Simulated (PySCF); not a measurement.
Species: C7H7 (doublet state).
SMILES with atom numbers: `[C:1]1=[CH:2][CH:3]=[CH:4][CH2:5][CH:6]=[CH:7]1` (hydrogens: H8 on C2; H9 on C3; H10 on C4; H11, H12 on C5; H13 on C6; H14 on C7)

Method: PySCF 2.14.0, UKS B3LYP, pcH-1 on C H, non-relativistic, mean-field spin-orbit, GIAO. Isolated species at its GFN2-xTB geometry (one conformer only). A GFN2-xTB geometry isn't a minimum of the functional, and hyperfine couplings can be far from their values at a DFT geometry. Stability of the SCF solution: not tested.

Q: Give the principal g shifts and their parts.

A: 
```tsv
Δg (ppm)	1	2	3
relativistic mass correction	-158	-158	-158
gauge correction	32	12	-10
orbital Zeeman/spin–orbit	-451	104	614
total	-577	-43	446
```

So g = 2.00174, 2.00228, 2.00277 and g_iso = 2.00226; the tensor is rhombic: the two nearest values differ by 48 % of g3 − g1. Axes: g1 points within 15° of the C1–C2 bond.

Q: What effective moment and Curie constant follow for a powder?

A: With the mean of g² = 4.0091 and S(S+1) = 0.75: μ_eff = √(⟨g²⟩S(S+1)) = 1.734 μB and χT = 0.12505·⟨g²⟩·S(S+1) = 0.376 cm³ K/mol (cgs; spin-Hamiltonian part alone).

Q: At 9.745 GHz, how far is the centre of the isotropic spectrum from where a free electron (g = 2.002319) resonates?

A: B = hν/(g μB) with μB/h = 13.99624 MHz/mT gives 347.73 mT for the free electron and 347.74 mT at g_iso, 0.01 mT higher.

Q: In a frozen sample, at which fields do the three g values resonate at 9.5, 34, 94 and 263 GHz (hyperfine left aside), and which band first spreads them over more than twice a line width of 0.5 mT?

A: 
```
band    GHz  B(g3) mT  B(g2) mT  B(g1) mT  spread mT
   X    9.5    338.91    338.99    339.08       0.17
   Q   34.0   1212.93   1213.23   1213.55       0.62
   W   94.0   3353.41   3354.23   3355.12       1.71
   J  263.0   9382.41   9384.69   9387.20       4.80
```

The spread grows in proportion to the frequency. W band is the first where it exceeds 1.0 mT.

The largest Mulliken spin populations are on C1 (+0.93), C6 (+0.25), C2 (-0.14) and C7 (-0.14). The positive populations add up to 1.33 and the negative ones to -0.33, together 2S = 1.

The HOMO–LUMO gaps are 4.76 eV among the α and 4.09 eV among the β orbitals.
